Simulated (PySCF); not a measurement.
C3H8FOSi2: g tensor and hyperfine couplings

Species: C3H8FOSi2 (doublet state).
Numbering: `[CH3:1][O:2][C@@H:3]1[SiH:4][C@@H:5]([F:6])[SiH2:7]1` (hydrogens: H8, H9, H10 on C1; H11 on C3; H12 on Si4; H13 on C5; H14, H15 on Si7)

Cartesian coordinates in Å at the GFN2-xTB level; atoms count from 1:
```
atom  x, y, z in Å
C1    -2.3916   -0.4888    0.4570
O2    -1.3157    0.3719    0.2095
C3    -0.2844   -0.2225   -0.5752
Si4    0.9543   -1.1844    0.5911
C5     2.1997    0.2873    0.2875
F6     3.4605   -0.0643   -0.1958
Si7    1.0387    1.1124   -1.0244
H8    -3.0907    0.0486    1.0961
H9    -2.0596   -1.4045    0.9628
H10   -2.8941   -0.7726   -0.4770
H11   -0.7368   -0.7588   -1.4178
H12    0.5076   -1.2308    1.9924
H13    2.4052    0.8884    1.1795
H14    0.6352    2.4818   -0.7329
H15    1.5673    0.9442   -2.3747
```

The hyperfine couplings belong to this conformer and change with its torsions.

Computed with PySCF 2.14.0, UKS B3LYP, pcH-1 on C F H O Si, non-relativistic, mean-field spin-orbit, GIAO. Geometry: GFN2-xTB, one conformer, isolated molecule. Couplings are sensitive to structure, and on GFN2-xTB geometries they can be far from those on DFT ones, by a factor of two or more for some ions and for spin on atoms past the first row. The SCF solution wasn't tested for stability.

```json
{"g1, g2, g3": "2.00216, 2.00298, 2.00414", "g_iso": "2.00310", "Form of g": "rhombic: the two nearest values differ by 42 % of g3 − g1", "⟨S²⟩": "0.7522 (exact 0.7500)", "α and β electrons": "36, 35"}
```

Isotropic coupling and dipolar principal values T1 to T3, in 10⁻⁴ cm⁻¹; ρ(0) is the spin density at the nucleus (1 × 10⁻⁴ cm⁻¹ = 2.998 MHz):

| atom | isotope | a_iso | of which spin–orbit | T1 | T2 | T3 | Mulliken spin population | ρ(0) (bohr⁻³) |
| --- | --- | --- | --- | --- | --- | --- | --- | --- |
| C1 | 13C | -0.2 | 0.0 | -0.2 | -0.1 | 0.3 | 0.00 | -0.0005 |
| O2 | 17O | -2.3 | 0.0 | -7.7 | 3.7 | 4.0 | 0.05 | 0.0115 |
| C3 | 13C | 7.1 | 0.0 | -2.8 | -2.5 | 5.3 | 0.06 | 0.0188 |
| Si4 | 29Si | -131.4 | 0.3 | -54.8 | 27.1 | 27.7 | 0.84 | 0.4442 |
| C5 | 13C | 0.7 | 0.0 | -2.0 | -1.9 | 3.9 | 0.03 | 0.0020 |
| F6 | 19F | 18.0 | 0.1 | -5.5 | -2.4 | 7.9 | 0.00 | 0.0127 |
| Si7 | 29Si | -8.1 | 0.0 | -1.1 | 0.5 | 0.6 | 0.01 | 0.0274 |
| H8 | 1H | 0.0 | 0.0 | -0.4 | -0.3 | 0.7 | 0.00 | 0.0000 |
| H9 | 1H | 2.0 | 0.0 | -0.7 | -0.4 | 1.1 | 0.00 | 0.0014 |
| H10 | 1H | 1.3 | 0.0 | -0.4 | -0.3 | 0.7 | 0.00 | 0.0009 |
| H11 | 1H | -0.8 | 0.0 | -1.5 | -1.0 | 2.4 | 0.00 | -0.0005 |
| H12 | 1H | 15.9 | 0.0 | -2.9 | 0.4 | 2.5 | 0.01 | 0.0106 |
| H13 | 1H | 4.8 | 0.0 | -1.5 | 0.1 | 1.4 | 0.00 | 0.0032 |
| H14 | 1H | 1.2 | 0.0 | -0.4 | -0.3 | 0.6 | 0.00 | 0.0008 |
| H15 | 1H | 7.7 | 0.0 | -0.5 | -0.2 | 0.7 | 0.01 | 0.0052 |

The largest Mulliken spin population is on Si4 (+0.84). The angles at Si4 add up to 311.1°, so it is pyramidal.

Under fast tumbling the dipolar parts average out, and these isotropic splittings remain (the largest six): 1 × 19F (F6, I = 1/2, 2 lines) with 1.93 mT, 1 × 1H (H12, I = 1/2, 2 lines) with 1.70 mT, 1 × 1H (H15, I = 1/2, 2 lines) with 0.82 mT, 1 × 1H (H13, I = 1/2, 2 lines) with 0.51 mT, 1 × 1H (H14, I = 1/2, 2 lines) with 0.13 mT and 3 × 1H (H8/H9/H10, I = 1/2, 4 lines) with 0.12 mT.

Nuclei that the bonding pattern makes equivalent are averaged, as if the motion that swaps them (rotation, inversion, ring flip) were fast. The three 1H nuclei of mean +3.4 MHz run from 0.1 to 6.1 MHz in the frozen geometry.

The 13C coupling of C3 (21.2 MHz) shows only in satellite lines or after enrichment, since that isotope makes up about 1.07 % of natural carbon.

The 29Si coupling of Si4 (-393.9 MHz) shows only in satellite lines or after enrichment, since that isotope makes up about 4.7 % of natural silicon.
